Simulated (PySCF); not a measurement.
Molfile (atoms numbered from 1):
```
C7H13FOSi
     RDKit          3D

 23 23  0  0  0  0  0  0  0  0999 V2000
    1.6212   -1.2602    0.5260 C   0  0  0  0  0  0  0  0  0  0  0  0
    1.1891    0.2015    0.6358 C   0  0  0  0  0  0  0  0  0  0  0  0
    2.3664    1.1387    0.3647 C   0  0  0  0  0  0  0  0  0  0  0  0
    0.0861    0.4946   -0.3568 C   0  0  2  0  0  0  0  0  0  0  0  0
   -0.9890    1.4739   -0.0827 C   0  0  0  0  0  0  0  0  0  0  0  0
   -1.3471    0.0020   -0.1436 C   0  0  1  0  0  0  0  0  0  0  0  0
   -2.2573   -0.7832   -1.6127 Si  0  0  0  0  0  4  0  0  0  0  0  0
   -1.7027   -0.7033    1.0677 C   0  0  0  0  0  0  0  0  0  0  0  0
   -2.2465   -1.7588    1.1411 O   0  0  0  0  0  0  0  0  0  0  0  0
   -1.4148   -0.0447    2.2388 F   0  0  0  0  0  0  0  0  0  0  0  0
    1.9739   -1.4785   -0.4804 H   0  0  0  0  0  0  0  0  0  0  0  0
    2.4255   -1.4701    1.2267 H   0  0  0  0  0  0  0  0  0  0  0  0
    0.7891   -1.9250    0.7505 H   0  0  0  0  0  0  0  0  0  0  0  0
    0.8296    0.3893    1.6513 H   0  0  0  0  0  0  0  0  0  0  0  0
    2.0486    2.1766    0.4299 H   0  0  0  0  0  0  0  0  0  0  0  0
    2.7726    0.9630   -0.6292 H   0  0  0  0  0  0  0  0  0  0  0  0
    3.1557    0.9726    1.0932 H   0  0  0  0  0  0  0  0  0  0  0  0
    0.4213    0.4148   -1.3864 H   0  0  0  0  0  0  0  0  0  0  0  0
   -1.3523    2.0995   -0.8848 H   0  0  0  0  0  0  0  0  0  0  0  0
   -1.0120    1.9466    0.8891 H   0  0  0  0  0  0  0  0  0  0  0  0
   -1.7095   -2.1155   -1.8430 H   0  0  0  0  0  0  0  0  0  0  0  0
   -3.6870   -0.7983   -1.3274 H   0  0  0  0  0  0  0  0  0  0  0  0
   -1.9656    0.0914   -2.7537 H   0  0  0  0  0  0  0  0  0  0  0  0
  1  2  1  0
  2  3  1  0
  2  4  1  0
  4  5  1  0
  5  6  1  0
  6  7  1  6
  6  8  1  0
  8  9  2  0
  8 10  1  0
  6  4  1  0
  1 11  1  0
  1 12  1  0
  1 13  1  0
  2 14  1  0
  3 15  1  0
  3 16  1  0
  3 17  1  0
  4 18  1  6
  5 19  1  0
  5 20  1  0
  7 21  1  0
  7 22  1  0
  7 23  1  0
M  END
```

[PySCF: shieldings: GIAO PBE0/pcSseg-1; coordinates at the GFN2-xTB level; non-relativistic Hamiltonian; averaged over atoms made equivalent by symmetry, fast rotation or ring inversion; no solvent; one computed conformer]

**Question.** Predict the 2D correlation tables (HSQC, COSY, HMBC).

**Answer.** 

HSQC (one-bond C–H):
```csv
δH,δC
1.59 (H14),33.3 (C2)
1.58 (H20),23.3 (C5)
1.16 (H19),23.3 (C5)
1.14 (H15/H16/H17),24.5 (C3)
1.12 (H18),41.0 (C4)
1.06 (H11/H12/H13),24.4 (C1)
```

COSY cross peaks (H two or three bonds apart, from the bond graph; peaks can be absent where the dihedral angle is near 90°):
```csv
δH,δH
1.59 (H14),1.14 (H15/H16/H17)
1.59 (H14),1.12 (H18)
1.59 (H14),1.06 (H11/H12/H13)
1.58 (H20),1.16 (H19)
1.58 (H20),1.12 (H18)
1.16 (H19),1.12 (H18)
```

HMBC (two and three bonds, from the bond graph):
```csv
δH,δC
4.02 (H21/H22/H23),"176.6 (C8), 41.0 (C4), 23.3 (C5), 13.6 (C6)"
1.59 (H14),"41.0 (C4), 24.5 (C3), 24.4 (C1), 23.3 (C5), 13.6 (C6)"
1.58 (H20),"176.6 (C8), 41.0 (C4), 33.3 (C2), 13.6 (C6)"
1.16 (H19),"176.6 (C8), 41.0 (C4), 33.3 (C2), 13.6 (C6)"
1.14 (H15/H16/H17),"41.0 (C4), 33.3 (C2), 24.4 (C1)"
1.12 (H18),"176.6 (C8), 33.3 (C2), 24.5 (C3), 24.4 (C1), 23.3 (C5), 13.6 (C6)"
1.06 (H11/H12/H13),"41.0 (C4), 33.3 (C2), 24.5 (C3)"
```

δ = σ(ref) − σ, references computed at the same level: 1H, 13C against TMS.

Short H···H contacts in this conformer between protons four or more bonds apart (candidates for NOE cross peaks, intensity ∝ r⁻⁶): H14···H20 2.53 Å, H16···H18 2.53 Å, H12···H17 2.55 Å, H11···H18 2.61 Å, H18···H23 2.77 Å.

Shifts are as computed. Against solution values, carbons near 30 ppm lie about +3 ppm off and those near 130 ppm about +5 ppm. Of 1211 compounds with measured shifts, 218 miss one by over three times the rms of a fit or turn the order of signals round; such compounds aren't used in these exercises.
